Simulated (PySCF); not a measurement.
Compound: C₆H₁₂ClFSi.
Cartesian coordinates in Å at the GFN2-xTB level; atoms count from 1:
```
atom  x, y, z in Å
F1     2.213    0.017    1.964
C2     2.818   -0.506    0.856
Cl3    3.471    0.846   -0.109
Si4    1.566   -1.524   -0.215
C5     0.320   -0.319   -0.988
C6    -0.430    0.534    0.027
C7    -1.609    1.368   -0.509
C8    -2.478    0.853    0.648
C9    -1.400   -0.194    0.973
H10    3.680   -1.073    1.219
H11    2.391   -2.192   -1.223
H12    0.959   -2.478    0.715
H13    0.842    0.344   -1.683
H14   -0.404   -0.884   -1.580
H15    0.273    1.158    0.581
H16   -1.955    1.022   -1.481
H17   -1.455    2.444   -0.552
H18   -2.603    1.588    1.440
H19   -3.455    0.461    0.373
H20   -1.091   -0.261    2.013
H21   -1.660   -1.188    0.613
```

Computed at PBE0/pcSseg-1 (PySCF, non-relativistic), with Q(35Cl) = −0.0817 b: Cl3, 35Cl (I = 3/2): χzz = -72.09 MHz, η = 0.094.

**Question.** Where would the pure quadrupole (NQR) lines of 35Cl at Cl3 fall for the rigid, isolated species?

**Answer.** From ν = (|χ|/2)√(1 + η²/3): ν = 36.10 MHz (chlorine on a fluorinated carbon). For 37Cl the ratio of quadrupole moments, 0.7881, gives 28.45 MHz.

**Question.** Apply the simplest Townes–Dailey estimate (no s hybridisation, no π bonding), ionic character = 1 − χzz/χ0, where χ0 is the coupling for one missing p electron along the bond: −109.74 MHz for 35Cl.

**Answer.** Cl3 on C2: 1 − (-72.09)/(-109.74) = 0.34. In this model a purely covalent bond gives χ0 and a free halide ion gives zero; s hybridisation or π bonding, where present, is counted here as ionic character.

In a crystal, neighbours and librations shift these lines. GFN2-xTB bond lengths can be off by several hundredths of an ångström, more for odd bonds, and the gradients follow them. With a basis this small, the couplings can be 20 % off.

One conformer stands for the species.
